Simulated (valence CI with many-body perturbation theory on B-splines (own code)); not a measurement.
**Level structure of W LXVIII**

Level of theory: valence CI with perturbative core correlation (CI+MBPT): five valence electrons over a frozen Dirac-Fock core [He], radial functions for each j: 9 s, 9 p, 8 d, 6 f, 3 g, 1 h, with the one-electron correlation potential Σ1 (screened to all orders), the two-electron term Σ2, the three-electron term Σ3, Breit, model QED; selected single and double excitations, second order for the rest, scaled by the run's own slope (own B-spline code, finite nucleus).

The last digits are not significant, and no measured levels were compared; by estimate large intervals hold to a few tenths of a per cent, small ones and those within an open d or f shell to about a per cent. Among the levels kept, up to 3900 cm⁻¹ of a level comes from second order outside the variational space, and about a tenth of that is noise between levels of different J, which matters for small intervals.

Levels 1 to 45 of 58, with energies above the lowest level, (2s^2 2p1/2^2 2p3/2) J=3/2. "Leading %" is the weight of the configuration and term that name the level; weights of strongly mixed levels are sums over their largest components and can fall short, so below about 35 % the name and the second component can differ from the true leading terms, or belong to a minority configuration. In the jj column 3d3/2^4 stands for four electrons in 3d with j = 3/2. Lifetimes count E1, E2, E3, M1 and M2 decay at the calculated energies, and are blank where another channel may lead or the interval is too uncertain; long ones can be off by a factor of two.

| No. | Configuration | Term | J | E (Ry) | Leading % | Lifetime | Leading jj | Second component |
| --- | --- | --- | --- | --- | --- | --- | --- | --- |
| 1 | 2s2 2p3 | 2P° | 3/2 | 0.00 | 49 |  | 2s^2 2p1/2^2 2p3/2 (100 %) | 27 % 2s2 2p3 2D° |
| 2 | 2s2 2p3 | 4S° | 3/2 | 101.99 | 55 | 40.1 ps | 2s^2 2p1/2 2p3/2^2 (100 %) | 44 % 2s2 2p3 2D° |
| 3 | 2s2 2p3 | 2D° | 5/2 | 103.69 | 100 | 234 ps | 2s^2 2p1/2 2p3/2^2 (100 %) |  |
| 4 | 2s2 2p3 | 2P° | 1/2 | 107.56 | 100 | 72.0 ps | 2s^2 2p1/2 2p3/2^2 (100 %) |  |
| 5 | 2s 2p4 | 4P | 5/2 | 127.45 | 70 | 339 fs | 2s 2p1/2^2 2p3/2^2 (100 %) | 30 % 2s 2p4 2D |
| 6 | 2s 2p4 | 2S | 1/2 | 135.26 | 65 | 92.6 fs | 2s 2p1/2^2 2p3/2^2 (100 %) | 26 % 2s 2p4 4P |
| 7 | 2s 2p4 | 2P | 3/2 | 135.35 | 52 | 49.8 fs | 2s 2p1/2^2 2p3/2^2 (100 %) | 35 % 2s 2p4 2D |
| 8 | 2s2 2p3 | 2P° | 3/2 | 209.78 | 51 | 11.5 ps | 2s^2 2p3/2^3 (99 %) | 28 % 2s2 2p3 2D° |
| 9 | 2s 2p4 | 4P | 3/2 | 231.49 | 85 | 103 fs | 2s 2p1/2 2p3/2^3 (100 %) | 10 % 2s 2p4 2D |
| 10 | 2s 2p4 | 2D | 5/2 | 234.52 | 70 | 103 fs | 2s 2p1/2 2p3/2^3 (100 %) | 30 % 2s 2p4 4P |
| 11 | 2s 2p4 | 2P | 1/2 | 239.32 | 65 | 40.9 fs | 2s 2p1/2 2p3/2^3 (100 %) | 35 % 2s 2p4 4P |
| 12 | 2s 2p4 | 2D | 3/2 | 239.92 | 55 | 41.3 fs | 2s 2p1/2 2p3/2^3 (100 %) | 44 % 2s 2p4 2P |
| 13 | 2p5 | 2P° | 3/2 | 268.01 | 99 | 34.2 fs | 2p1/2^2 2p3/2^3 (99 %) |  |
| 14 | 2s 2p4 | 4P | 1/2 | 342.68 | 40 | 48.3 fs | 2s 2p3/2^4 (100 %) | 35 % 2s 2p4 2S |
| 15 | 2p5 | 2P° | 1/2 | 372.22 | 100 | 25.4 fs | 2p1/2 2p3/2^4 (100 %) |  |
| 16 | 2s2 2p2 3s | 4P | 1/2 | 647.38 | 46 | 4.47 fs | 2s^2 2p1/2^2 3s (100 %) | 32 % 2s2 2p2 3s 2S |
| 17 | 2s2 2p2 3p | 2P° | 1/2 | 655.12 | 47 | 340 fs | 2s^2 2p1/2^2 3p1/2 (100 %) | 38 % 2s2 2p2 3p 4D° |
| 18 | 2s2 2p2 3p | 2P° | 3/2 | 686.37 | 35 | 315 fs | 2s^2 2p1/2^2 3p3/2 (100 %) | 20 % 2s2 2p2 3p 4D° |
| 19 | 2s2 2p2 3d | 2D | 3/2 | 693.02 | 43 | 3.86 fs | 2s^2 2p1/2^2 3d3/2 (100 %) | 32 % 2s2 2p2 3d 4F |
| 20 | 2s2 2p2 3d | 2D | 5/2 | 701.73 | 36 | 691 as | 2s^2 2p1/2^2 3d5/2 (100 %) | 18 % 2s2 2p2 3d 4D |
| 21 | 2s2 2p2 3s | 4P | 3/2 | 750.53 | 88 | 6.86 fs | 2s^2 2p1/2 2p3/2 3s (100 %) | 10 % 2s2 2p2 3s 2P |
| 22 | 2s2 2p2 3s | 2P | 1/2 | 751.30 | 67 | 3.16 fs | 2s^2 2p1/2 2p3/2 3s (100 %) | 33 % 2s2 2p2 3s 4P |
| 23 | 2s2 2p2 3s | 2D | 5/2 | 751.98 | 65 | 6.19 fs | 2s^2 2p1/2 2p3/2 3s (100 %) | 35 % 2s2 2p2 3s 4P |
| 24 | 2s2 2p2 3s | 2D | 3/2 | 752.48 | 64 | 3.36 fs | 2s^2 2p1/2 2p3/2 3s (100 %) | 35 % 2s2 2p2 3s 2P |
| 25 | 2s2 2p2 3p | 4P° | 1/2 | 758.17 | 49 | 532 fs | 2s^2 2p1/2 2p3/2 3p1/2 (100 %) | 28 % 2s2 2p2 3p 4D° |
| 26 | 2s2 2p2 3p | 4D° | 3/2 | 758.62 | 55 | 457 fs | 2s^2 2p1/2 2p3/2 3p1/2 (100 %) | 22 % 2s2 2p2 3p 2D° |
| 27 | 2s2 2p2 3p | 2F° | 5/2 | 759.60 | 50 | 352 fs | 2s^2 2p1/2 2p3/2 3p1/2 (100 %) | 30 % 2s2 2p2 3p 2D° |
| 28 | 2s2 2p2 3p | 2P° | 3/2 | 762.70 | 43 | 214 fs | 2s^2 2p1/2 2p3/2 3p1/2 (99 %) | 25 % 2s2 2p2 3p 2D° |
| 29 | 2s 2p3 3s | 4P° | 5/2 | 772.89 | 48 | 8.87 fs | 2s 2p1/2^2 2p3/2 3s (99 %) | 26 % 2s 2p3 3s 6S° |
| 30 | 2s 2p3 3s | 2P° | 3/2 | 775.05 | 35 | 3.77 fs | 2s 2p1/2^2 2p3/2 3s (99 %) | 24 % 2s 2p3 3s 4S° |
| 31 | 2s 2p3 3s | 2P° | 1/2 | 779.95 | 42 | 3.61 fs | 2s 2p1/2^2 2p3/2 3s (98 %) | 30 % 2s 2p3 3s 4D° |
| 32 | 2s 2p3 3s | 2P° | 3/2 | 780.66 | 38 | 7.79 fs | 2s 2p1/2^2 2p3/2 3s (99 %) | 20 % 2s 2p3 3s 4S° |
| 33 | 2s 2p3 3p | 4P | 3/2 | 781.36 | 30 | 4.81 fs | 2s 2p1/2^2 2p3/2 3p1/2 (99 %) | 21 % 2s 2p3 3p 6P |
| 34 | 2s 2p3 3p | 2D | 5/2 | 781.42 | 26 | 1.89 fs | 2s 2p1/2^2 2p3/2 3p1/2 (99 %) | 19 % 2s 2p3 3p 4D |
| 35 | 2s 2p3 3p | 2P | 1/2 | 787.76 | 36 | 1.75 fs | 2s 2p1/2^2 2p3/2 3p1/2 (99 %) | 18 % 2s 2p3 3p 4P |
| 36 | 2s 2p3 3p | 2D | 3/2 | 787.87 | 35 | 2.56 fs | 2s 2p1/2^2 2p3/2 3p1/2 (99 %) | 21 % 2s 2p3 3p 4F |
| 37 | 2s2 2p2 3p | 4D° | 5/2 | 788.80 | 52 | 231 fs | 2s^2 2p1/2 2p3/2 3p3/2 (99 %) | 34 % 2s2 2p2 3p 4P° |
| 38 | 2s2 2p2 3p | 2P° | 1/2 | 789.14 | 36 | 119 fs | 2s^2 2p1/2 2p3/2 3p3/2 (98 %) | 30 % 2s2 2p2 3p 4P° |
| 39 | 2s2 2p2 3p | 2D° | 3/2 | 789.47 | 53 | 223 fs | 2s^2 2p1/2 2p3/2 3p3/2 (100 %) | 21 % 2s2 2p2 3p 4P° |
| 40 | 2s2 2p2 3p | 2F° | 7/2 | 789.96 | 65 | 252 fs | 2s^2 2p1/2 2p3/2 3p3/2 (100 %) | 35 % 2s2 2p2 3p 4D° |
| 41 | 2s2 2p2 3p | 4S° | 3/2 | 791.51 | 32 | 232 fs | 2s^2 2p1/2 2p3/2 3p3/2 (98 %) | 31 % 2s2 2p2 3p 2P° |
| 42 | 2s2 2p2 3p | 2D° | 5/2 | 792.09 | 66 | 244 fs | 2s^2 2p1/2 2p3/2 3p3/2 (100 %) | 16 % 2s2 2p2 3p 2F° |
| 43 | 2s2 2p2 3p | 2P° | 1/2 | 793.82 | 86 | 137 fs | 2s^2 2p1/2 2p3/2 3p3/2 (99 %) | 7 % 2s2 2p2 3p 4D° |
| 44 | 2s2 2p2 3d | 4F | 3/2 | 796.38 | 43 | 2.08 fs | 2s^2 2p1/2 2p3/2 3d3/2 (100 %) | 26 % 2s2 2p2 3d 2P |
| 45 | 2s2 2p2 3d | 4F | 5/2 | 796.48 | 53 | 5.47 fs | 2s^2 2p1/2 2p3/2 3d3/2 (99 %) | 38 % 2s2 2p2 3d 2F |

The ionisation energy to 2s2 2p2 3P_0 of the next ion comes out as 16635 eV (NIST: 16588 ± 11 eV (semi-empirical)). All 58 levels together are meant to be complete up to 811.15 Ry.
